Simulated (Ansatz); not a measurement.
Born–Oppenheimer molecular dynamics of AlCl5H3OTa (11 atoms, charge 0, multiplicity 1). It starts at the highest image of a converged band. Of that band: The profile has 2 maxima (images 2, 6) with wells between them (image 5): this band takes more than one step, which may be the mechanism or a detour left from its start path. A structure lower than the first end lies on the path between it and the top, so the climb from that side starts below the end, which may itself be a saddle point or a shallow side well. A vibrational analysis at the climbing image gives one clearly imaginary mode, 605i cm⁻¹: a first-order saddle point.

All numbers below come from RKS PBE/def2-SVP (Ansatz 0.2.0).

```
ensemble                      : NVE (velocity Verlet)
time step                     : 0.5 fs
steps asked                   : 200
starting velocities drawn for : 100 K
seed                          : 4098
```

First frame:

```xyz
11
Properties=species:S:1:pos:R:3
Ta 0.086 -0.142 0.254
Cl 2.682 -0.978 -0.103
Cl 0.936 1.567 1.536
Cl 0.368 0.820 -1.833
Cl -2.098 0.308 0.774
Cl -0.777 -2.210 -1.119
O 0.530 -1.649 1.371
Al -0.276 -3.298 0.900
H 0.862 -4.376 0.625
H -1.627 -3.506 1.714
H 1.817 -1.609 0.905
```

(1) How far do the bonds stretch over the last three quarters of this one trajectory? (Pairs bonded in most of those frames.)

## Answers

(1) 
| bond | mean (Å) | spread (Å) | shortest | longest |
| --- | --- | --- | --- | --- |
| Ta1–Cl2 | 2.928 | 0.132 | 2.76 | 3.19 |
| Ta1–Cl3 | 2.313 | 0.020 | 2.28 | 2.34 |
| Ta1–Cl4 | 2.361 | 0.012 | 2.33 | 2.37 |
| Ta1–Cl5 | 2.288 | 0.026 | 2.25 | 2.32 |
| Ta1–Cl6 | 2.666 | 0.009 | 2.65 | 2.68 |
| Ta1–O7 | 1.844 | 0.011 | 1.83 | 1.88 |
| Ta1–Al8 | 3.210 | 0.013 | 3.19 | 3.23 |
| Cl2–H11 | 1.317 | 0.035 | 1.26 | 1.39 |
| Cl6–Al8 | 2.352 | 0.026 | 2.31 | 2.39 |
| O7–Al8 | 1.860 | 0.016 | 1.83 | 1.89 |
| Al8–H9 | 1.602 | 0.016 | 1.58 | 1.63 |
| Al8–H10 | 1.595 | 0.032 | 1.55 | 1.64 |

Mean temperature of the second half: 188 K. The conserved energy stayed within 0.03 meV per atom of its start (net change -0.0059 meV per atom), so the integration is sound. The kinetic energy rose, since the run started high on the potential surface and went downhill. A run of 0.1 ps of so small a system gives no equilibrium averages. The orbitals stay closed-shell, which can raise the energy where a bond breaks towards radicals; this wasn't checked here.

The run took 13 min on 4 threads of Arm Neoverse V2, on a shared host, peak memory 0.34 GiB.
